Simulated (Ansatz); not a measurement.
Start from `[NH2][GaH][CH]=O` and change one atom or group to get `[CH3][GaH][CH]=O`.

Ansatz, PBE0-D4/def2-TZVP geometries, multiplicity 1. Each molecule was computed in one conformer, which needn't be the lowest.

Scalar relativity is left out up to krypton.

```json
{"property": "zero-point energy (PBE0-D4/def2-TZVP) / kJ/mol", "`[NH2][GaH][CH]=O`": "131.4"}
{"property": "HOMO–LUMO gap (PBE/def2-TZVPP) / eV", "`[NH2][GaH][CH]=O`": "2.23"}
{"property": "LUMO energy (B3LYP/def2-TZVPP) / eV", "`[NH2][GaH][CH]=O`": "-2.22"}
{"property": "LUMO energy (PBE/def2-TZVPP) / eV", "`[NH2][GaH][CH]=O`": "-2.94"}
{"property": "HOMO energy (B3LYP/def2-TZVPP) / eV", "`[NH2][GaH][CH]=O`": "-6.36"}
{"property": "LUMO energy (ωB97M-V/def2-TZVPP) / eV", "`[NH2][GaH][CH]=O`": "0.06"}
```

(1) What does the change do to each property? (An estimate is asked.)

Answers

(1) The calculation gave: 
| property | `[CH3][GaH][CH]=O` | shift |
| --- | --- | --- |
| zero-point energy (PBE0-D4/def2-TZVP) / kJ/mol | 155.9 | 24.5 |
| HOMO–LUMO gap (PBE/def2-TZVPP) / eV | 2.64 | 0.41 |
| LUMO energy (B3LYP/def2-TZVPP) / eV | -1.78 | 0.44 |
| LUMO energy (PBE/def2-TZVPP) / eV | -2.44 | 0.50 |
| HOMO energy (B3LYP/def2-TZVPP) / eV | -6.22 | 0.14 |
| LUMO energy (ωB97M-V/def2-TZVPP) / eV | 0.23 | 0.17 |

With PBE0 the HOMO rises by 0.15 eV and the LUMO rises by 0.47 eV, so the gap widens by about 0.32 eV. PBE moves the HOMO by 0.09 eV and ωB97M-V by 0.16 eV. The zero-point energy changes by 24.5 kJ/mol with +3 modes.

B3LYP here is the variant with VWN-RPA as its local correlation; programs differ in this.
